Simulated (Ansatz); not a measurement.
Ansatz results at the PBE0-D4/def2-TZVP geometry: size of the dipole moment (ωB97M-V/def2-TZVPP) 3.80 D; LUMO energy (PBE0/def2-TZVPP) -0.66 eV; HOMO–LUMO gap (PBE/def2-TZVPP) 3.57 eV.

Each molecule was computed in one conformer, which needn't be the lowest.

(1) Which molecule gave them?
A. `C[C@@]12[C@H]3[C@H]4[C@H]5[C@@H]1[WH-3]4532([C]#[O+])([C]#[O+])[C]#[O+]`
B. `C[N](C)[Zr]1234([NH2])([Cl])[C@@H]5[C@H]1[C@H]2[C@@]3(F)[C@@H]54`
C. `CC[C@@]12[C@H]3[C@H]4[C@H]5[C@@H]1[Hf]4532([NH2])([O]C)[O]C`
D. `C[O][Zr]1234([OH])([O]C)[C@@H]5[C@H]1[C@H]2[C@@]3([SiH3])[C@@H]54`

Results:

(1) B. The others give `C[O][Zr]1234([OH])([O]C)[C@@H]5[C@H]1[C@H]2[C@@]3([SiH3])[C@@H]54`: 1.57, -0.31, 4.73; `C[C@@]12[C@H]3[C@H]4[C@H]5[C@@H]1[WH-3]4532([C]#[O+])([C]#[O+])[C]#[O+]`: 4.58, -1.00, 3.54; `CC[C@@]12[C@H]3[C@H]4[C@H]5[C@@H]1[Hf]4532([NH2])([O]C)[O]C`: 0.92, 0.34, 4.63.
